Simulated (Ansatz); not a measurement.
Gas-phase reaction in SMILES: CNB(C)C [N-dimethylboranylmethanamine] + 2 B (BH3) + N (NH3) -> 2 BC (CH5B) [methylborane] + BN (BNH4) + CN (CH5N)
Structures are relaxed separately at B3LYP-D3(BJ)/def2-TZVP in Ansatz (a quantum-chemistry and plane-wave program), one conformer each, not searched for the lowest.

Property: bond separation energy (electronic energy difference), in eV. Correlated levels leave the core frozen unless marked. No spin-orbit coupling. Non-relativistic unless marked X2C. CBS(X,Y): correlation extrapolated as X^-3; Hartree-Fock from the larger set. The bracket is a focal-point correction in the basis named.

```json
[
 {"level": "HF/aug-cc-pVDZ", "program": "Ansatz", "bond separation energy (eV)": "-0.17", "minus last row": "-0.08"},
 {"level": "revPBE-D4/def2-TZVPD", "program": "Ansatz + dftd4", "bond separation energy (eV)": "-0.15", "minus last row": "-0.06"},
 {"level": "r2SCAN-D4/def2-TZVPD", "program": "Ansatz + dftd4", "bond separation energy (eV)": "-0.19", "minus last row": "-0.10"},
 {"level": "PBE0-D3(BJ)/def2-TZVPD", "program": "Ansatz + dftd3", "bond separation energy (eV)": "-0.19", "minus last row": "-0.10"},
 {"level": "PBE0-D4/def2-TZVP", "program": "Ansatz + dftd4", "bond separation energy (eV)": "-0.19", "minus last row": "-0.10"},
 {"level": "PBE0/def2-QZVPP", "program": "Ansatz", "bond separation energy (eV)": "-0.25", "minus last row": "-0.16"},
 {"level": "BHLYP/def2-TZVPD", "program": "Ansatz", "bond separation energy (eV)": "-0.22", "minus last row": "-0.13"},
 {"level": "r2SCANh/def2-TZVPD", "program": "Ansatz", "bond separation energy (eV)": "-0.21", "minus last row": "-0.12"},
 {"level": "HSE06-D3(BJ)/def2-TZVPD", "program": "Ansatz + dftd3", "bond separation energy (eV)": "-0.20", "minus last row": "-0.11"},
 {"level": "HSE06-D4/def2-TZVPD", "program": "Ansatz + dftd4", "bond separation energy (eV)": "-0.18", "minus last row": "-0.09"},
 {"level": "B2GP-PLYP-D3(BJ)/def2-TZVPD", "program": "Ansatz + dftd3", "bond separation energy (eV)": "-0.11", "minus last row": "-0.02"},
 {"level": "B2GP-PLYP/def2-TZVPD", "program": "Ansatz", "bond separation energy (eV)": "-0.15", "minus last row": "-0.06"},
 {"level": "RPA@PBE/cc-pVQZ", "program": "Ansatz", "bond separation energy (eV)": "-0.06", "minus last row": "0.03"},
 {"level": "MP2/aug-cc-pVDZ", "program": "Ansatz", "bond separation energy (eV)": "0.01", "minus last row": "0.10"},
 {"level": "RI-MP2/CBS(cc-pVTZ,cc-pVQZ)", "program": "Ansatz", "bond separation energy (eV)": "-0.06", "minus last row": "0.03"},
 {"level": "CCSD/STO-3G", "program": "Ansatz", "bond separation energy (eV)": "-0.17", "minus last row": "-0.08"},
 {"level": "CCSD(T)/aug-cc-pVDZ", "program": "Ansatz", "bond separation energy (eV)": "-0.01", "minus last row": "0.08"},
 {"level": "CCSD(T)/cc-pVTZ", "program": "Ansatz", "bond separation energy (eV)": "-0.08", "minus last row": "0.01"},
 {"level": "X2C-CCSD(T)/cc-pVTZ-DK", "program": "Ansatz", "bond separation energy (eV)": "-0.08", "minus last row": "0.01"},
 {"level": "RI-MP2/CBS(cc-pVTZ,cc-pVQZ)+[CCSD(T)-MP2]/cc-pVDZ", "program": "Ansatz", "bond separation energy (eV)": "-0.08", "minus last row": "0.01"},
 {"level": "RI-MP2/CBS(aug-cc-pVTZ,aug-cc-pVQZ)+[CCSD(T)-MP2]/aug-cc-pVTZ", "program": "Ansatz", "bond separation energy (eV)": "-0.09", "minus last row": "0.00"}
]
```
